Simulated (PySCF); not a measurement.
GeH6OSi, GeH9NSi2, CH6GeSi, CH4GeSi and others (calculated)

All values are calculated (PySCF 2.14.0). Calculation on a computer-drawn molecule: the log of a Hartree-Fock and frozen-core CCSD(T) single point meant for a local Hartree-Fock minimum, with one planted fault or none, to be diagnosed. Offsets are logged minus clean, where the clean run is the same molecule without the fault. The reference is restricted for singlets and unrestricted otherwise, and also for a bond in bohr or an excited solution. Adding or removing an electron swaps singlet and doublet. The excited solution moves the top pair (singlet) or top alpha electron (doublet) to the lowest empty orbital. Highest occupied and lowest empty are orbital energies over both spins, largest force is the largest gradient component, triples share is (T) over the correlation energy, the T1 limit is 0.02 restricted and 0.045 unrestricted, electrons count all cores, a negative frequency is imaginary (commonest isotopes), and the dipole is about the centre of nuclear charge; on germanium a core potential holds 10 electrons, which the energies leave out, and 3d is frozen in MP2 and coupled-cluster steps.

Common to all runs: meant charge 0; meant multiplicity 1; meant basis cc-pV(D+d)Z; meant basis and core potential on germanium cc-pVDZ-PP ECP10MDF; logged SCF converged yes; possible faults no fault, one electron removed, one electron added, multiplicity raised by two, geometry at a saddle point, SCF held on an excited solution, minimal basis STO-3G, one bond length entered in bohr, all coordinates scaled.

(1) 
```xyz
9
formula=GeH6OSi logged_electrons=60 logged_basis_functions=90 logged_spin_squared=0 logged_highest_occupied=-3.0883 logged_lowest_empty=-6.0152 logged_largest_force=0.11739 logged_CC_converged=no logged_dipole_magnitude=2.1131 logged_SCF_stable_within_its_kind=no logged_energy_HF=-660.03264 planted_fault=SCF_held_on_an_excited_solution HF_energy_offset_from_clean_run=430.9
Si     0.7003    -1.9183     1.3363
O      0.3567    -2.1133    -0.2482
Ge    -0.7459    -1.6612    -1.5648
H      1.8972    -2.7169     1.6723
H      0.9671    -0.4932     1.6460
H     -0.4331    -2.3671     2.1802
H     -2.1592    -2.0985    -1.1794
H     -0.6786    -0.1451    -1.7483
H     -0.2523    -2.3966    -2.8047
```

Units: logged_highest_occupied, logged_lowest_empty in eV; logged_largest_force in hartree/bohr; logged_dipole_magnitude in debye; logged_energy_HF in hartree; HF_energy_offset_from_clean_run in kcal/mol.

Drawn bonds:
```
atom  other atom  order
   1           2      1
   2           3      1
   1           4      1
   1           5      1
   1           6      1
   3           7      1
   3           8      1
   3           9      1
```

Notes: CCSD not converged.

(2) 
```xyz
13
formula=GeH9NSi2 logged_electrons=76 logged_basis_functions=128 logged_spin_squared=2.0127 logged_highest_occupied=-3.823 logged_lowest_empty=-1.7781 logged_largest_force=0.028776 logged_T1_diagnostic=0.076865 logged_D1_diagnostic=0.49126 logged_triples_share=0.037919 logged_CC_converged=yes logged_dipole_magnitude=1.1659 logged_SCF_stable_within_its_kind=yes logged_energy_HF=-930.73565 logged_energy_CCSD(T)=-931.31645 planted_fault=multiplicity_raised_by_two HF_energy_offset_from_clean_run=139 CCSD(T)_energy_offset_from_clean_run=128.4
Si     0.5363     4.0003    -0.7112
Si    -0.8724     2.1097    -0.9190
N     -1.0641     1.3338     0.6168
Ge    -1.3221    -0.4540     1.0054
H      1.9101     3.5934    -0.3248
H      0.0134     4.9135     0.3386
H      0.6066     4.7528    -1.9889
H     -0.2735     1.1222    -1.8491
H     -2.1573     2.5521    -1.5277
H     -1.2751     1.9416     1.3899
H     -0.7774    -0.7107     2.4128
H     -0.5551    -1.2672    -0.0355
H     -2.8077    -0.8364     0.9662
```

Units: logged_highest_occupied, logged_lowest_empty in eV; logged_largest_force in hartree/bohr; logged_dipole_magnitude in debye; logged_energy_HF, logged_energy_CCSD(T) in hartree; HF_energy_offset_from_clean_run, CCSD(T)_energy_offset_from_clean_run in kcal/mol.

Drawn bonds:
```
atom  other atom  order
   1           2      1
   2           3      1
   3           4      1
   1           5      1
   1           6      1
   1           7      1
   2           8      1
   2           9      1
   3          10      1
   4          11      1
   4          12      1
   4          13      1
```

Notes: T1 above single-reference limit.

(3) 
```xyz
9
formula=CH6GeSi logged_electrons=58 logged_basis_functions=90 logged_spin_squared=0 logged_highest_occupied=-8.5366 logged_lowest_empty=0.8995 logged_largest_force=0.019063 logged_T1_diagnostic=0.012042 logged_D1_diagnostic=0.02949 logged_triples_share=0.027507 logged_CC_converged=yes logged_dipole_magnitude=1.4283 logged_SCF_stable_within_its_kind=yes logged_energy_HF=-623.60131 logged_energy_CCSD(T)=-623.99777 planted_fault=all_coordinates_scaled,by_-2.5_% HF_energy_offset_from_clean_run=2.967 CCSD(T)_energy_offset_from_clean_run=4.443
Si     1.3808     0.1428    -2.8419
C      0.3468    -0.5922    -1.4986
Ge    -0.3405     0.7518    -0.2856
H      0.2658     0.8213    -3.5460
H     -0.5221    -1.0778    -1.8873
H      0.9005    -1.2933    -0.9178
H     -1.5919     1.3413    -0.8453
H     -0.6249     0.1320     1.0427
H      0.6551     1.8537    -0.0872
```

Units: logged_highest_occupied, logged_lowest_empty in eV; logged_largest_force in hartree/bohr; logged_dipole_magnitude in debye; logged_energy_HF, logged_energy_CCSD(T) in hartree; HF_energy_offset_from_clean_run, CCSD(T)_energy_offset_from_clean_run in kcal/mol.

Drawn bonds:
```
atom  other atom  order
   1           2      1
   2           3      1
   1           4      1
   2           5      1
   2           6      1
   3           7      1
   3           8      1
   3           9      1
```

(4) 
```xyz
9
formula=CH6GeSi logged_electrons=58 logged_basis_functions=90 logged_spin_squared=0 logged_highest_occupied=-8.6103 logged_lowest_empty=0.79498 logged_largest_force=1.607e-05 logged_lowest_frequency=35.273 logged_T1_diagnostic=0.012302 logged_D1_diagnostic=0.029581 logged_triples_share=0.028302 logged_CC_converged=yes logged_dipole_magnitude=1.25 logged_SCF_stable_within_its_kind=yes logged_energy_HF=-623.60604 logged_energy_CCSD(T)=-624.00485 planted_fault=no_fault HF_energy_offset_from_clean_run=0 CCSD(T)_energy_offset_from_clean_run=0
Si     1.4163     0.1465    -2.9148
C      0.3557    -0.6074    -1.5370
Ge    -0.3493     0.7710    -0.2930
H      0.2726     0.8424    -3.6370
H     -0.5355    -1.1054    -1.9357
H      0.9236    -1.3264    -0.9413
H     -1.6327     1.3757    -0.8670
H     -0.6410     0.1353     1.0694
H      0.6719     1.9013    -0.0894
```

Units: logged_highest_occupied, logged_lowest_empty in eV; logged_largest_force in hartree/bohr; logged_lowest_frequency in cm⁻¹; logged_dipole_magnitude in debye; logged_energy_HF, logged_energy_CCSD(T) in hartree; HF_energy_offset_from_clean_run, CCSD(T)_energy_offset_from_clean_run in kcal/mol.

Drawn bonds:
```
atom  other atom  order
   1           2      1
   2           3      1
   1           4      1
   2           5      1
   2           6      1
   3           7      1
   3           8      1
   3           9      1
```

(5) 
```xyz
7
formula=CH4GeSi logged_electrons=57 logged_basis_functions=80 logged_spin_squared=1.0448 logged_highest_occupied=-1.0074 logged_lowest_empty=6.6409 logged_largest_force=0.035293 logged_T1_diagnostic=0.042177 logged_D1_diagnostic=0.18664 logged_triples_share=0.038365 logged_CC_converged=yes logged_dipole_magnitude=6.7515 logged_SCF_stable_within_its_kind=yes logged_energy_HF=-622.41224 logged_energy_CCSD(T)=-622.79323 planted_fault=one_electron_added HF_energy_offset_from_clean_run=-6.958 CCSD(T)_energy_offset_from_clean_run=-11.57
Si    -1.3387    -1.4937     1.8953
C     -0.2590    -1.0607     0.4663
Ge    -0.7890    -1.2005    -1.2320
H     -2.5558    -1.9084     1.0736
H      0.7536    -0.6999     0.6294
H     -2.1710    -1.6878    -1.6278
H      0.0723    -0.8523    -2.4463
```

Units: logged_highest_occupied, logged_lowest_empty in eV; logged_largest_force in hartree/bohr; logged_dipole_magnitude in debye; logged_energy_HF, logged_energy_CCSD(T) in hartree; HF_energy_offset_from_clean_run, CCSD(T)_energy_offset_from_clean_run in kcal/mol.

Drawn bonds:
```
atom  other atom  order
   1           2      1
   2           3      2
   1           4      1
   2           5      1
   3           6      1
   3           7      1
```

(6) 
```xyz
7
formula=CH4GeSi logged_electrons=56 logged_basis_functions=80 logged_spin_squared=1.5174 logged_highest_occupied=-7.829 logged_lowest_empty=0.16561 logged_largest_force=0.02554 logged_T1_diagnostic=0.063778 logged_D1_diagnostic=0.2317 logged_triples_share=0.035339 logged_CC_converged=yes logged_dipole_magnitude=0.45116 logged_SCF_stable_within_its_kind=yes logged_energy_HF=-622.29501 logged_energy_CCSD(T)=-622.63003 planted_fault=one_bond_length_entered_in_bohr,row_1_of_the_drawn_bonds HF_energy_offset_from_clean_run=66.61 CCSD(T)_energy_offset_from_clean_run=90.83
Si    -1.3387    -1.4937     1.8953
C      0.7017    -0.6754    -0.8052
Ge     0.1716    -0.8153    -2.5034
H     -2.5558    -1.9084     1.0736
H      1.7143    -0.3147    -0.6420
H     -1.2104    -1.3025    -2.8993
H      1.0330    -0.4670    -3.7178
```

Units: logged_highest_occupied, logged_lowest_empty in eV; logged_largest_force in hartree/bohr; logged_dipole_magnitude in debye; logged_energy_HF, logged_energy_CCSD(T) in hartree; HF_energy_offset_from_clean_run, CCSD(T)_energy_offset_from_clean_run in kcal/mol.

Drawn bonds:
```
atom  other atom  order
   1           2      1
   2           3      2
   1           4      1
   2           5      1
   3           6      1
   3           7      1
```

Notes: T1 above single-reference limit.

(7) 
```xyz
7
formula=GeH4OSi logged_electrons=59 logged_basis_functions=80 logged_spin_squared=0.773 logged_highest_occupied=-0.014778 logged_lowest_empty=7.501 logged_largest_force=0.087381 logged_T1_diagnostic=0.01725 logged_D1_diagnostic=0.04571 logged_triples_share=0.024499 logged_CC_converged=yes logged_dipole_magnitude=10.41 logged_SCF_stable_within_its_kind=yes logged_energy_HF=-659.47639 logged_energy_CCSD(T)=-659.89962 planted_fault=one_electron_added HF_energy_offset_from_clean_run=17.71 CCSD(T)_energy_offset_from_clean_run=14.8
Si     0.9896    -1.4792     1.8946
O      0.7736     0.1478     1.8384
Ge     0.1288     1.4038     0.7450
H      1.6288    -1.5613     3.2788
H     -0.3724     0.7283    -0.5316
H      1.2760     2.3644     0.4511
H     -1.0077     2.0961     1.4897
```

Units: logged_highest_occupied, logged_lowest_empty in eV; logged_largest_force in hartree/bohr; logged_dipole_magnitude in debye; logged_energy_HF, logged_energy_CCSD(T) in hartree; HF_energy_offset_from_clean_run, CCSD(T)_energy_offset_from_clean_run in kcal/mol.

Drawn bonds:
```
atom  other atom  order
   1           2      1
   2           3      1
   1           4      1
   3           5      1
   3           6      1
   3           7      1
```
